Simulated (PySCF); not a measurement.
Pd (palladium, neutral) across methods

[Kr] 4d9 5s1, high-spin 3D determinant (an excited configuration). Calculation: PySCF 2.14, in def2-TZVPPD with the def2 core potential (28 electrons); scalar relativity through the core potential.

```json
{"method": "PBE0", "E (hartree)": "-127.8316", "mean ε 4d α (eV)": "-8.662", "mean ε 4d β (eV)": "-7.707", "mean ε 5s α (eV)": "-5.332", "Σ⟨r²⟩ (bohr²)": "46.12", "⟨S²⟩": "2.001"}
{"method": "UHF", "E (hartree)": "-127.03407", "mean ε 4d α (eV)": "-13.231", "mean ε 4d β (eV)": "-12.064", "mean ε 5s α (eV)": "-6.463", "Σ⟨r²⟩ (bohr²)": "47.27", "⟨S²⟩": "2.003"}
{"method": "BP86", "E (hartree)": "-127.9468", "mean ε 4d α (eV)": "-7.039", "mean ε 4d β (eV)": "-6.176", "mean ε 5s α (eV)": "-4.917", "Σ⟨r²⟩ (bohr²)": "46.05", "⟨S²⟩": "2.001"}
{"method": "LDA", "E (hartree)": "-127.5986", "mean ε 4d α (eV)": "-7.125", "mean ε 4d β (eV)": "-6.228", "mean ε 5s α (eV)": "-5.001", "Σ⟨r²⟩ (bohr²)": "46.14", "⟨S²⟩": "2.000"}
{"method": "PBE", "E (hartree)": "-127.8533", "mean ε 4d α (eV)": "-6.926", "mean ε 4d β (eV)": "-6.026", "mean ε 5s α (eV)": "-4.750", "Σ⟨r²⟩ (bohr²)": "46.26", "⟨S²⟩": "2.001"}
{"method": "B97-3", "E (hartree)": "-127.8637", "mean ε 4d α (eV)": "-8.706", "mean ε 4d β (eV)": "-7.801", "mean ε 5s α (eV)": "-5.139", "Σ⟨r²⟩ (bohr²)": "46.06", "⟨S²⟩": "2.001"}
{"method": "BLYP", "E (hartree)": "-127.8147", "mean ε 4d α (eV)": "-6.775", "mean ε 4d β (eV)": "-5.964", "mean ε 5s α (eV)": "-4.646", "Σ⟨r²⟩ (bohr²)": "46.39", "⟨S²⟩": "2.000"}
{"method": "r2SCAN", "E (hartree)": "-127.8762", "mean ε 4d α (eV)": "-7.150", "mean ε 4d β (eV)": "-6.116", "mean ε 5s α (eV)": "-4.974", "Σ⟨r²⟩ (bohr²)": "45.68", "⟨S²⟩": "2.002"}
{"method": "r2SCANh", "E (hartree)": "-127.8609", "mean ε 4d α (eV)": "-7.825", "mean ε 4d β (eV)": "-6.790", "mean ε 5s α (eV)": "-5.209", "Σ⟨r²⟩ (bohr²)": "45.71", "⟨S²⟩": "2.002"}
```

Energies and moments cover only the electrons outside the core potential.
